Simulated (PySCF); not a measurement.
Exercise with solution: chemical shift, span and skew from a shielding tensor

C2H7BFNS, SMILES CN(C)B(F)S. Atoms are numbered in the order given.

```xyz
13

B      0.3060     0.1321    -0.4283
F      1.2012    -0.2763    -1.3400
N     -0.1242    -0.7780     0.5511
C     -0.9947    -0.4696     1.6546
C      0.2746    -2.1667     0.4859
H     -2.0083    -0.8896     1.5169
H     -0.5890    -0.8869     2.5926
H     -1.0833     0.6150     1.7960
H      0.8226    -2.4653     1.3974
H     -0.6049    -2.8289     0.3926
H      0.9264    -2.3339    -0.3794
S     -0.2109     1.8759    -0.6285
H     -1.2395     1.8649     0.2404
```

Geometry optimised at PBE0-D3(BJ)/def2-SVP. The structure was generated by enumeration, and PubChem lists no compound with its InChIKey, so it may never have been made. Other conformers were not sampled.

GIAO shieldings from PBE0/pcSseg-1 run with PySCF, non-relativistic, no solvent. The symmetric part of the tensor of N3 has the principal values 96.1, 210.0, 235.0 ppm. The same nucleus in NH3 has σ = 267.4 ppm at this level (PySCF, at its B3LYP-D3(BJ)/def2-TZVP geometry).

Problem. Work out the isotropic shielding, the ¹⁵N shift against NH3, the span and the skew.

Solution. 
σ(iso) = (σ11 + σ22 + σ33)/3 = 180.4 ppm. δ = σ(ref) − σ(iso) = 267.4 − (180.4) = 87.0 ppm.
Span Ω = σ33 − σ11 = 138.9 ppm. Skew κ = 3(σ(iso) − σ22)/Ω = -0.64. Tumbling in solution averages the tensor to δ; in a static solid the shielding alone would spread this spin-1/2 line over Ω.
